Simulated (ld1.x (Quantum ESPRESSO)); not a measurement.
Before and after: TM potential for I (Z = 53)

| Property | Result |
| --- | --- |
| Element | iodine (I) |
| Generator | ld1.x (Quantum ESPRESSO) 7.5 |
| Type | norm-conserving Troullier–Martins (Kleinman–Bylander form) |
| Functional | PBEsol |
| Relativity | non-relativistic |
| Frozen core | [Kr] 4d10 |
| Valence charge | 7 |
| Reference configuration | 5s2 5p5 |
| Partial waves | 5s (bound): rc 1.40 bohr; 5p (bound): rc 2.10 bohr |
| Local potential | the p channel |
| Core correction | a·sin(br)/r model core inside 1.00 bohr |

Change: all radii but the core radius scaled by about 1.29 (s 1.80, p 2.72 bohr).

Cutoffs: the cutoffs (Ry, on a coarse ladder) from which the occupation-weighted sum of valence levels, in a spherical-Bessel basis at the reference potential, stays within 10 and 1 mRy of its value at 400 Ry; they do not see the model core or the augmentation charge, which bear on the density cutoff. Errors are all-electron minus pseudo energies relative to the spin-unpolarised reference configuration.

Question: How do hardness, ghosts and transferability respond?

Answer: The potential gets softer (55 Ry and 180 Ry → 30 Ry and 40 Ry); a bound ghost appears in s, which as a rule spoils a file; of the 7 tests that both files solve, the error grows in 3 and shrinks in 3 by more than 15 % and 0.3 meV (median size 11.0 → 10.2 meV). A larger radius leaves more room for a smooth pseudo-wave, so fewer plane waves are needed.

| quantity | base | changed |
| --- | --- | --- |
| cutoff, loose | 55 Ry | 30 Ry |
| cutoff, tight | 180 Ry | 40 Ry |
| loose cutoff by channel (10 mRy a level) | s 40 Ry, p 12 Ry | s 21 Ry, p 6 Ry |
| bound ghosts | none | s |
| error for 5s2 5p4, meV [ΔE 11.19 eV] | +1.8 | +0.6 |
| error for 5s2 5p3, meV [ΔE 31.04 eV] | +7.5 | -12 |
| error for 5s2 5p2, meV [ΔE 60.30 eV] | +14 | -81 |
| error for 5s1 5p6, meV [ΔE 8.96 eV] | -17 | +3.2 |
| error for 5s2 5p1, meV [ΔE 99.58 eV] | +11 | -296 |
| error for 5s2 5p4.5, meV [ΔE 4.56 eV] | +0.4 | +0.4 |
| error for 5s1 5p5, meV [ΔE 20.63 eV] | -14 | +10 |

 A true bound ghost makes a file unfit for plane-wave use even where its test errors are small: the radial tests pick states by their node count and pass the ghost by.
